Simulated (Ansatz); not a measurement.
Reaction (formal exchange of groups at the Sn–C bond): `N#[C][SnH3]` + `COC(C)=N` → `CO[C](=N)[SnH3]` + `CC#N`

Program: Ansatz. Geometries: PBE0-D4/def2-TZVP. ΔE: electronic, gas phase. CBS: MP2 limit from def2 TZ/QZ plus the TZ coupled-cluster correction, frozen cores. This one scheme is used for every species. DFT in def2-TZVPP. Elements past krypton have def2 core potentials. For Sn outer-core shells are correlated without core-valence functions, which leaves a few kJ/mol of doubt a bond. One conformer a species, not always the lowest.

```json
{"level": "r2SCAN-D4", "ΔE (kJ/mol)": "45.6"}
{"level": "HF/def2-QZVPP", "ΔE (kJ/mol)": "68.0"}
```

(1) What does CCSD(T)/CBS give? (Estimate.)

Largest T1 diagnostic among the species: 0.014.

## Answers

(1) Computed: +53.1 kJ/mol. The listed levels differ from it by -7.5, 14.9 kJ/mol.

In def2-TZVPP, CCSD(T) changes the Hartree–Fock value by −13.3 kJ/mol (the triples alone add −2.6 kJ/mol) and MP2 by −14.0 kJ/mol. From PBE to PBE0 (25 % exact exchange), in def2-TZVPP and without D4, ΔE moves by +8.3 kJ/mol.
